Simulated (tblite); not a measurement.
Compound: C5H9N3S.
Atom-mapped SMILES: `[CH3:1][S:2][c:3]1[n:4][n:5]([CH3:6])[n:7][c:8]1[CH3:9]` (hydrogens: H10, H11, H12 on C1; H13, H14, H15 on C6; H16, H17, H18 on C9)

Computed with GFN2-xTB (tblite), gas phase: L-BFGS steps from a force-field or distance-geometry start until the largest atomic force falls under 0.01 eV/Å.

Step 3: E = -742.8518 eV
```
atom  x, y, z in Å  |  force x, y, z in eV/Å
C1     -2.7055   -1.5682   -0.0678    0.037  -0.028   0.005
S2     -2.3115    0.2073   -0.1522   -0.040  -0.095   0.020
C3     -0.5704    0.1921   -0.0485   -0.061  -0.043  -0.008
N4      0.1727   -0.9065    0.0455   -0.169  -0.042  -0.017
N5      1.4107   -0.4628    0.0846   -0.031   0.015  -0.076
C6      2.5320   -1.3320    0.2248    0.043  -0.043   0.024
N7      1.5301    0.8409    0.0285   -0.027   0.091  -0.017
C8      0.2940    1.3098   -0.0598    0.027   0.097  -0.002
C9     -0.0356    2.7523   -0.1544   -0.032  -0.019  -0.010
H10    -3.7849   -1.6654   -0.1164   -0.043   0.149  -0.024
H11    -2.3494   -1.9839    0.8681    0.118   0.056   0.032
H12    -2.2555   -2.0847   -0.9082    0.102   0.038  -0.023
H13     3.3845   -0.8919   -0.2877    0.024   0.030   0.019
H14     2.7636   -1.4522    1.2843    0.111  -0.110   0.020
H15     2.2867   -2.2960   -0.2157   -0.013  -0.024   0.047
H16    -0.5784    2.9516   -1.0762   -0.066  -0.009  -0.009
H17    -0.6634    3.0484    0.6835   -0.063  -0.007   0.007
H18     0.8714    3.3476   -0.1441    0.083  -0.058   0.012
```

Step 4: E = -742.8561 eV
```
atom  x, y, z in Å  |  force x, y, z in eV/Å
C1     -2.7044   -1.5709   -0.0676   -0.005   0.014   0.004
S2     -2.3130    0.2029   -0.1513   -0.030   0.002   0.012
C3     -0.5717    0.1948   -0.0491   -0.090  -0.156   0.005
N4      0.1692   -0.9062    0.0452   -0.097   0.015  -0.035
N5      1.4099   -0.4644    0.0808   -0.034   0.057  -0.010
C6      2.5344   -1.3342    0.2258   -0.047   0.058   0.020
N7      1.5273    0.8420    0.0282    0.028  -0.001  -0.026
C8      0.2919    1.3113   -0.0599    0.048   0.083  -0.004
C9     -0.0366    2.7535   -0.1549   -0.027  -0.008   0.017
H10    -3.7864   -1.6591   -0.1174    0.030   0.100  -0.012
H11    -2.3446   -1.9811    0.8688    0.090   0.021   0.033
H12    -2.2515   -2.0825   -0.9086    0.084   0.004  -0.029
H13     3.3851   -0.8907   -0.2869    0.022   0.011   0.018
H14     2.7681   -1.4567    1.2852    0.081  -0.080   0.003
H15     2.2860   -2.2962   -0.2136   -0.002  -0.065   0.019
H16    -0.5811    2.9510   -1.0766   -0.043   0.004   0.002
H17    -0.6660    3.0478    0.6839   -0.030   0.000  -0.022
H18     0.8746    3.3450   -0.1436    0.020  -0.061   0.006
```

Q: Estimate the geometry and energy of step 5. (The exact step hangs on the optimiser's Hessian estimate; all steps are aligned on step 4, rigid shifts and turns removed.)

A: E = -742.8586 eV, largest force 0.118 eV/Å
```
atom  x, y, z in Å  |  force x, y, z in eV/Å
C1     -2.7037   -1.5727   -0.0674    0.016   0.031   0.001
S2     -2.3146    0.1998   -0.1505   -0.026   0.072   0.005
C3     -0.5741    0.1948   -0.0495   -0.057  -0.103   0.008
N4      0.1656   -0.9057    0.0444   -0.012   0.002  -0.037
N5      1.4085   -0.4650    0.0780   -0.020   0.052   0.041
C6      2.5352   -1.3346    0.2268   -0.084   0.061   0.000
N7      1.5254    0.8429    0.0274    0.030  -0.042  -0.030
C8      0.2909    1.3128   -0.0601    0.006   0.024  -0.006
C9     -0.0377    2.7548   -0.1551   -0.021  -0.029   0.014
H10    -3.7868   -1.6525   -0.1184    0.060   0.048  -0.003
H11    -2.3395   -1.9786    0.8699    0.052   0.003   0.009
H12    -2.2471   -2.0808   -0.9094    0.049  -0.005  -0.007
H13     3.3860   -0.8896   -0.2859    0.000  -0.005   0.022
H14     2.7730   -1.4616    1.2858    0.042  -0.042  -0.021
H15     2.2854   -2.2975   -0.2116    0.014  -0.042   0.014
H16    -0.5839    2.9505   -1.0768   -0.018   0.014   0.016
H17    -0.6685    3.0474    0.6837   -0.011   0.010  -0.028
H18     0.8771    3.3418   -0.1431   -0.020  -0.048   0.002
```

The energy changes by -0.0024 eV. The first-order estimate −F·Δx gives -0.0037 eV and the mean of the old and new forces, exact on a quadratic surface, -0.0024 eV. The step makes an angle of 48° with the force vector and moves no atom by more than 0.007 Å.

Hardware: one thread of an Arm Neoverse V2, on a shared host.
